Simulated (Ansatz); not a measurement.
Reaction: BOF (fluoro(oxo)borane, SMILES FB=O) → BOF (parent SMILES O=BF, triplet)
Each species at its own B3LYP-D3(BJ)/def2-TZVP minimum (Ansatz, a quantum-chemistry and plane-wave program).

Total energies in hartree (Ansatz). Radicals and triplets start from unrestricted determinants; spin-orbit coupling is neglected. Cores are frozen in correlated methods. No relativity. The spin of BFO (parent SMILES O=BF, triplet) was assumed, and the state is the lowest solution found for it.

| species | HF/cc-pVTZ | CCSD(T)/cc-pVTZ | HF/cc-pVQZ | CCSD(T)/cc-pVQZ | CCSDT(Q)/cc-pVTZ |
|---|---|---|---|---|---|
| 1: BOF (SMILES O=BF) | -199.15531 | -199.74393 | -199.17166 | -199.80653 | -199.74522 |
| 2: BOF (parent SMILES FB=O, triplet) | -199.05192 | -199.58418 | -199.06788 | -199.64395 | -199.58574 |

Problem. Work out the adiabatic triplet-singlet gap (electronic) in kcal/mol: take Hartree-Fock from cc-pVQZ, extrapolate the CCSD(T) correlation energy as X^-3 (X = 3, 4), and add CCSDT(Q) - CCSD(T) in cc-pVTZ. 1 hartree = 627.51 kcal/mol.

Solution. 
Species 1: correlation (64·(-0.63487) - 27·(-0.58862))/37 = -0.66862; step -0.00129; E1 = -199.17166 + (-0.66862) + (-0.00129) = -199.84157
Species 2: correlation (64·(-0.57607) - 27·(-0.53226))/37 = -0.60804; step -0.00156; E2 = -199.06788 + (-0.60804) + (-0.00156) = -199.67748
-1·E1 +1·E2 = 0.16409 hartree = 103.0 kcal/mol.
